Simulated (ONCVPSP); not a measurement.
**Building the ONCV potential for indium (PBE, non-relativistic).**

ONCVPSP 4.0.1 input, shortened (lines: element, Z, core and valence counts, functional; n l f; lmax; l rc ep ncon nbas qcut; lloc lpopt rc5 dvloc0; l nproj debl; icmod fcfact rcfact), PBE, non-relativistic:

```
  In 49.00    6    5        4      upf
    1    0    2.00
    2    0    2.00
    2    1    6.00
    3    0    2.00
    3    1    6.00
    3    2   10.00
    4    0    2.00
    4    1    6.00
    4    2   10.00
    5    0    2.00
    5    1    0.75
    2
    0    1.40    0.00    5    8    9.80
    1    1.35    0.00    3    7   12.70
    2    1.30    0.00    4    9   11.40
    4    4    1.15    6.00
    0    3    0.60
    1    2    2.80
    2    2    0.50
    0    0.00    0.00
```

In the d channel the program set the typed energies aside and used -0.788, 0.250 Ha.

All-electron outer shells of the reference configuration (PBE, non-relativistic, ld1.x):

```
shell  level (eV)  outermost node (bohr)  outermost maximum (bohr)
   3p     -637.30                   0.14                      0.32
   3d     -440.60                      –                      0.26
   4s     -112.48                   0.43                      0.80
   4p      -77.84                   0.42                      0.83
   4d      -21.45                   0.40                      0.92
   5s       -9.17                   1.06                      2.24
   5p       -3.94                   1.16                      2.85
```

**Question.** Estimate the cutoffs (Ha) at which the residual kinetic energy of the hardest occupied pseudo-wave falls to 1 and 0.1 mHa per electron.

**Answer.** 48 Ha and 58 Ha.

**Question.** What does a ghost test show?

**Answer.** No bound ghost flagged; GHOST(+) flags only above 600 eV.

**Question.** Which valence shell sets the plane-wave cutoff?

**Answer.** 4p: 48 Ha for 1 mHa per electron, against 42 Ha for 4d.

**Question.** Tests: 4s2 4p6 4d10 5s2 5p1; 4s2 4p6 4d10 5s2 5p0; 4s2 4p6 4d10 5s1 5p0; 4s1 4p6 4d10 5s2 5p1. Which has the largest error in its energy relative to the reference configuration, and how large is it?

**Answer.** 4s1 4p6 4d10 5s2 5p1, with -23 meV (all-electron minus pseudo) on +117.81 eV.
